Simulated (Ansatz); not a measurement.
Input file for Ansatz (a program for electronic structure): FCI/6-31G on PO, 2S+1 = 2, a point of a bond scan (R = 1.480 Å).

Ansatz 0.2 input:
```yaml
crystal:
  periodic: [false, false, false]
  atoms:
    - {symbol: P, position_ang: [-0.00000000, -0.00000000, -0.51471869]}
    - {symbol: O, position_ang: [0.00000000, 0.00000000, 0.96509755]}
basis:
  gaussian:
    orbitals: 6-31G
magnetization: {spin_polarized: false, initial_magnetization: 1}
correlation: {method: fci, electrons: outside_noble_gas}
```

The log:

```
WARN ansatz: RAYON_NUM_THREADS=2 ignored (pool sized by the plan → 2); use --threads N
Functional definition: HF
integrals: 0.00 GiB planned
393 factors; integrals over basis functions are off by at most 2.7e-8 eV
mean field: 0.06 GiB planned
mean field evaluation 1: about -11302.0145 eV, gradient 3.4e1 eV
mean field evaluation 2: about -11302.1039 eV, gradient 3.4e1 eV
mean field evaluation 4: about -11304.8856 eV, gradient 1.7e0 eV
mean field evaluation 8: about -11304.9199 eV, gradient 4.2e-1 eV
mean field evaluation 16: about -11304.9263 eV, gradient 3.6e-6 eV
mean field evaluation 32: about -11304.9263 eV, gradient 3.6e-6 eV
mean field -11304.92630500 eV, -415.4483789546 hartree, gradient 3.6e-6 eV, S^2 0.750000; 2 other end points of the search recorded, 0 dependent functions left out
mean field evaluation 64: about -11299.5563 eV, gradient 1.1e1 eV
mean field evaluation 96: about -11301.9657 eV, gradient 4.3e-1 eV
6 core orbitals not correlated
reference -11304.92630500 eV, -415.4483789546 hartree; 6, 5 occupied and 10, 11 virtual orbitals, 393 factors
configuration interaction: 4.32 GiB planned
state -11310.38614869 eV, -415.6490245093 hartree
Total energy: -11310.38614869 eV, -415.6490245093 hartree
```

The run converged.

Cost: around 3.0 core-minutes (rough).
